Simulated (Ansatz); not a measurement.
Cartesian coordinates in Å:
```
B -0.084 2.530 1.770
B -0.042 1.271 0.889
B 0.001 -0.013 -0.009
B 0.042 -1.264 -0.885
B 0.083 -2.523 -1.765
```

Charge 0, multiplicity 2.

List the CAM-B3LYP/def2-TZVPP orbital energies in eV (Ansatz). (Best estimate.)

Ansatz gave: α occupied: -187.83, -187.70, -186.07, -186.05, -185.33, -17.49, -16.07, -14.42, -12.21, -9.76, -8.60, -8.45, -7.40. α empty: -2.93, -2.32, -1.51, -0.99, 1.59, 1.90, 2.10, 2.27. β occupied: -188.03, -187.28, -186.17, -185.77, -185.48, -17.14, -15.73, -14.18, -12.15, -9.67, -8.26, -7.72. β empty: -2.98, -2.78, -2.10, -0.98, -0.76, 2.00, 2.13, 2.25. ⟨S²⟩ = 2.744.
